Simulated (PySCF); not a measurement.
# Polarisability and C₆ of Nb (niobium, neutral)

[Kr] 4d4 5s1, high-spin 6D determinant. Computed with PySCF 2.14 in dyall-acv2z, with the spin-free X2C one-electron Hamiltonian (Gaussian nucleus). Coupled (time-dependent) response in atomic units; α is the mean over directions. A double-zeta set is small for polarisabilities.

```
method  mean α (bohr³)         α xx, yy, zz  C₆ (like pair)  S(−4)
   PBE           90.55  88.46, 88.46, 94.73           995.0   5220
```

S(−4) is the Cauchy moment in α(ω) = α(0) + S(−4) ω² + …

Reference α: 98 ± 8 bohr³ (recommended; Schwerdtfeger and Nagle, table of static dipole polarizabilities (2023 update)). Published C₆: 1140 (Gould and Bucko (2016)).

Spin-orbit coupling is absent.

α(iu) at PBE:

| u (hartree) | α(iu) (bohr³) |
| --- | --- |
| 0 | 90.55 |
| 0.0500 | 79.55 |
| 0.100 | 60.22 |
| 0.200 | 34.95 |
| 0.300 | 23.46 |
| 0.500 | 13.48 |
| 0.750 | 8.297 |
| 1.00 | 5.759 |
| 1.50 | 3.340 |
| 2.00 | 2.203 |
| 3.00 | 1.168 |
| 5.00 | 0.4946 |

The components differ because the open shell of this determinant is not spherical; for a pure term their mean is the scalar polarisability.
